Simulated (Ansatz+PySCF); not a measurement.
quartet RhO: levels of theory in one basis

```xyz
2

Rh    0.0000    0.0000    0.0000
O     0.0000    0.0000    1.7846
```

Basis set: def2-SVP (spherical functions, with the set's core potentials past Kr). Correlated methods keep 1 orbital frozen. Correlation on ROHF uses semicanonical orbitals with singles. Charge 0, multiplicity 4.

Computed with Ansatz (development build ahead of 0.2.0); each method stands on the lowest determinant of its kind that the runs found.

```csv
method,E − E(ROHF) (eV),<S²> of the determinant
ROHF,0.00,3.75
UHF,-0.29,3.77
UHF-MP2,-9.20,3.77
```

Question: What does ROHF-MP2 give on the same scale?

Answer: -9.09 eV.

Question: Is a single determinant a sound starting point here?

Answer: By this sign, yes. Unrestricted orbitals gain 0.29 eV and <S²> is 3.77 against 3.75 for a pure state.

Caution: other spin multiplicities were not run.
